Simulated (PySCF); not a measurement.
**Dipole response of Zr (zirconium, neutral)**

[Kr] 4d2 5s2, high-spin 3F determinant. All numbers are calculated (PySCF 2.14, scalar relativity by spin-free X2C-1e, in aug-cc-pVTZ-DK). Coupled (time-dependent) response in atomic units; α is the mean over directions.

```json
{"method": "PBE0", "mean α (bohr³)": "127.4", "C₆ (like pair)": "1794", "S(−4)": "7622"}
```

S(−4) is the Cauchy moment in α(ω) = α(0) + S(−4) ω² + …

Reference α: 112 ± 13 bohr³ (recommended; Schwerdtfeger and Nagle, table of static dipole polarizabilities (2023 update)). Published C₆: 1360 (Gould and Bucko (2016)).

Spin-orbit coupling is absent.

α(iu) at PBE0:

```
u (hartree)  α(iu) (bohr³)
          0          127.4
     0.0500          111.6
      0.100          83.46
      0.200          44.94
      0.300          27.58
      0.500          14.19
      0.750          8.329
       1.00          5.681
       1.50          3.225
       2.00          2.090
       3.00          1.075
       5.00         0.4341
```

A single London oscillator, α(iu) = α/(1 + u²/ω²), gives C₆ = (3/4) ω α². Matching the computed C₆ needs ω = 4 × 1794 / (3 × 127.4²) = 0.147 hartree.
